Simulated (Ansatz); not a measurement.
Basis-set extrapolation for C2H4AlNO (`[CH3][AlH][N]=C=O`) (PBE0-D4/def2-TZVP geometry, frozen core, Ansatz 0.2.0). Multiplicity 1, RHF reference.

|  | def2-TZVPP | def2-QZVPP |
| --- | --- | --- |
| HF | -449.460775 | -449.477034 |
| MP2 correlation | -0.817584 | -0.876015 |
| CCSD(T) correlation | -0.874588 | not run |

Energies in hartree. Use E(X) = E(∞) + A·exp(−7.88·√X) for Hartree–Fock and E(X) = E(∞) + B·X^(−2.97) for correlation, with X = 3 and 4, and add CCSD(T) minus MP2 of the smaller set to the MP2 limit.

Problem. What is the CCSD(T) energy at the basis-set limit?

Solution. HF limit: -449.477034 + (-0.016259) × 0.13774 = -449.47927. MP2 limit: -0.876015 + (-0.058431) × 0.74074 = -0.91930. Higher-order term: -0.874588 − (-0.817584) = -0.05700. Total: -450.45557 hartree, 315.6 kJ/mol below CCSD(T)/def2-TZVPP.
